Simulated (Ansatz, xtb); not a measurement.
C5H5NO2: which of two isomers lies lower

We compare a, `Cc1ocnc1C=O`, a singlet, with b, `Cc1nc(C=O)co1`, a singlet. Both are isolated molecules in the gas phase, relaxed with PBE0-D3(BJ)/def2-SVP; the shapes shown needn't be the lowest conformers.

a (Å):

```xyz
13

C    -2.0930    2.9571   -1.5552
C    -1.1571    2.0045   -0.9318
C     0.0964    1.1888    0.6191
C    -0.5484    0.8490   -1.3604
C    -0.6641    0.1817   -2.6584
N     0.2479    0.3518   -0.3425
O    -0.7399    2.2151    0.3346
O    -1.3450    0.5764   -3.5762
H    -3.0309    3.0185   -0.9814
H    -1.6574    3.9679   -1.5927
H    -2.3096    2.6144   -2.5741
H     0.5431    1.1811    1.6119
H    -0.0527   -0.7506   -2.7334
```

b (Å):

| atom | x (Å) | y (Å) | z (Å) |
| --- | --- | --- | --- |
| C | -0.8269 | 2.7072 | -1.2945 |
| C | -0.8262 | 1.3426 | -0.7258 |
| C | -0.7203 | -0.7377 | -0.3176 |
| C | -0.5297 | -2.1736 | -0.5533 |
| C | -1.0459 | -0.1099 | 0.8512 |
| N | -0.5862 | 0.2162 | -1.3088 |
| O | -0.6435 | -3.0168 | 0.3018 |
| O | -1.1140 | 1.2079 | 0.5974 |
| H | -0.5806 | 2.6450 | -2.3604 |
| H | -1.8129 | 3.1816 | -1.1771 |
| H | -0.0866 | 3.3448 | -0.7880 |
| H | -0.2656 | -2.4237 | -1.6102 |
| H | -1.2434 | -0.4509 | 1.8631 |

Energies in hartree; the thermal terms are from GFN2-xTB frequencies at re-optimised GFN2-xTB minima (ideal gas, soft modes damped towards free rotors, one conformer each, 298.15 K, 1 atm) and include the zero-point energy:

```
                              a           b
E, CCSD(T)/def2-SVP  −397.358744  −397.357320
    E, MP2/def2-SVP  −397.276117  −397.274366
  E, MP2/def2-TZVPP  −398.005848  −398.005142
  zero-point energy     0.092672     0.092429
       H(298 K) − E     0.100997     0.100832
       G(298 K) − E     0.060555     0.060179
```

Question: Correct the CCSD(T) difference for the basis set by the MP2 change, then work out ΔE, ΔE₀, ΔH and ΔG for a → b in kJ/mol (1 Eh = 2625.50 kJ/mol) and the equilibrium ratio [b]/[a].

Answer: 1. Differences b − a: CCSD(T) +0.001424, MP2 in the small set +0.001751, MP2 in the large set +0.000706 Eh.
2. ΔE = +0.001424 + (+0.000706 − (+0.001751)) = +0.000379 Eh = +1.00 kJ/mol.
3. ΔE₀ = ΔE + ΔZPE = +0.000379 + (−0.000243) Eh = +0.36 kJ/mol.
4. ΔH = ΔE + (−0.000165) Eh = +0.56 kJ/mol.
5. ΔG = ΔE + (−0.000376) Eh = +0.01 kJ/mol, so ΔS = (ΔH − ΔG)/T = +1.9 J/(mol K).
6. kT = 0.9442 mEh, so K = [b]/[a] = exp(−ΔG/kT) = exp(0.00) ≈ 1.

The two are too close for this level to say which is favoured. An error of 4 kJ/mol in ΔG would change K by a factor of 5. Mirror images and further conformers aren't counted.

As drawn, both hold the same kinds of bond in the same numbers.

Other levels gave ΔE = +1.0 (GFN2-xTB); −4.6 (HF/STO-3G, GFN2-xTB geometries); +1.3 (r2SCAN-D4/def2-SVP, GFN2-xTB geometries); +5.4 (PBE0-D3(BJ)/def2-SVP); −0.8 (HF/def2-SVP); +4.6 (MP2/def2-SVP); +3.7 (CCSD(T)/def2-SVP) kJ/mol. The correlated steps freeze 8 core orbitals. Programs: Ansatz 0.2.0, xtb 6.7.1.
